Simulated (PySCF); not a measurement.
Species: SbMe5, C5H15Sb.
Geometry (PBE0-D3(BJ)/def2-SVP, Å), atoms numbered from 1 in this order:
```xyz
21
C5H15Sb angstrom
Sb    -0.0085    0.0006    0.0135
C     -0.0017   -0.0256    2.2389
H      0.3982   -0.9841    2.6075
H     -1.0251    0.1005    2.6266
H      0.6254    0.7922    2.6295
C     -0.0038    0.0240   -2.2137
H     -1.0284    0.1421   -2.6022
H      0.4111   -0.9201   -2.6022
H      0.6106    0.8589   -2.5874
C      2.1573   -0.0300    0.0070
H      2.5323   -0.5221    0.9144
H      2.5096    1.0126   -0.0042
H      2.5238   -0.5381   -0.8950
C     -1.0695    1.8887    0.0189
H     -0.9659    2.3876    0.9914
H     -2.1331    1.6768   -0.1687
H     -0.6923    2.5271   -0.7915
C     -1.1270   -1.8530   -0.0192
H     -1.6651   -1.9934    0.9275
H     -0.4103   -2.6775   -0.1530
H     -1.8242   -1.8511   -0.8680
```

Method: TDDFT wB97X-D/def2-SVPD, vertical, gas phase, core orbitals frozen in the response, def2 core potentials past Kr in PySCF. Spin–orbit coupling is left out.

Transition dipole moments from the ground state, in atomic units and in the frame of the coordinates above (overall signs are arbitrary), for the states with f of 0.002 or more among the lowest 10:

```csv
state,E (hartree),μx,μy,μz
S3,0.2162,0.089,-0.569,-0.001
S4,0.2171,-0.574,-0.092,-0.013
S5,0.2382,-0.002,-0.012,1.018
S10,0.2760,0.000,0.132,-0.011
```

(1) What oscillator strength does each state have?

(2) Which bond between heavy atoms lies closest to the direction of the S5 transition dipole?

(3) What angle do the transition dipoles of S4 and S5 make?

(4) What peak molar absorption coefficient would the strongest computed level give as a lone Gaussian band 0.3 eV wide at half height?

Answers

(1) f = (2/3) ΔE |μ|² with ΔE in hartree (27.2114 eV).

| state | \|μ\|² (au) | \|μ\| (D) | f |
| --- | --- | --- | --- |
| S3 | 0.332 | 1.46 | 0.048 |
| S4 | 0.338 | 1.48 | 0.049 |
| S5 | 1.037 | 2.59 | 0.165 |
| S10 | 0.018 | 0.34 | 0.003 |

(2) Sb1–C6 and Sb1–C2, at 0° from it; next Sb1–C14, Sb1–C10 and Sb1–C18 at 90°.

(3) |cos θ| = |μa·μb| / (|μa| |μb|) = 0.02, so θ ≈ 89° (taken between 0 and 90°, since the signs are arbitrary).

(4) ε(max) = 2.175×10⁸ f / FWHM, with the width in cm⁻¹. S5: 2.175×10⁸ × 0.1648 / 2420 ≈ 15000 L mol⁻¹ cm⁻¹.

The run took 93 s (with the writing of density and orbital grids) on one thread of an Arm Neoverse V1, no GPU, on a shared host, and the process peaked at 1.3 GiB of memory.
